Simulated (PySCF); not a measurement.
Below is a simulated gas-phase Cl 2p photoelectron spectrum of `ClB1OCCO1`.

Every computed line was given a Gaussian of 0.8 eV full width at half maximum and an area set by the number of equivalent atoms (split 2:1 within a doublet); the highest printed point is 100. Computed, not measured: delta-SCF UKS SCAN, pcX-2 on the ionised atom, pcseg-1 elsewhere, spin-free X2C in PySCF.

binding energy (eV), intensity and a bar:
```
    205.1          0 
    205.2          1 
    205.3          1 
    205.4          3 #
    205.5          7 ##
    205.6         13 ####
    205.7         22 #######
    205.8         35 ###########
    205.9         52 ###############
    206.0         69 #####################
    206.1         86 ##########################
    206.2         97 #############################
    206.3        100 ##############################
    206.4         95 ############################
    206.5         83 #########################
    206.6         66 ####################
    206.7         48 ###############
    206.8         33 ##########
    206.9         20 ######
    207.0         12 ####
    207.1          8 ##
    207.2          7 ##
    207.3          9 ###
    207.4         14 ####
    207.5         21 ######
    207.6         30 #########
    207.7         39 ############
    207.8         46 ##############
    207.9         50 ###############
    208.0         49 ###############
    208.1         45 #############
    208.2         38 ###########
    208.3         29 #########
    208.4         20 ######
    208.5         13 ####
    208.6          8 ##
    208.7          4 #
    208.8          2 #
    208.9          1 
    209.0          0 
    209.1          0
```

Problem. How many maxima does the curve show, and how many computed lines lie under it?

Solution. The curve has 2 maxima (at 206.3 and 207.9 eV). Under it lie 2 lines from 1 inequivalent chlorine site, drawn as a 2p3/2, 2p1/2 pair.

Problem. Decompose the envelope and assign each component. Numbering: `[Cl:1][B:2]1[O:3][CH2:4][CH2:5][O:6]1`.

Solution. 
```tsv
position (eV)	relative area	line	atoms	environment
206.29	0.67	Cl 2p3/2	Cl1	chlorine bonded to B
207.94	0.33	Cl 2p1/2	Cl1	chlorine bonded to B
```

Shake-up satellites, vibrational structure and lifetime widths aren't simulated. 2p3/2 and 2p1/2 are the ΔSCF energy of one spin-free 2p hole plus the eigenvalues of a spin–orbit and ligand-field matrix of the shell. 2p1/2 minus 2p3/2 (ligand field included): Cl 1.65 eV. Isolated species at its PBE0-D3(BJ)/def2-SVP geometry, gas phase.
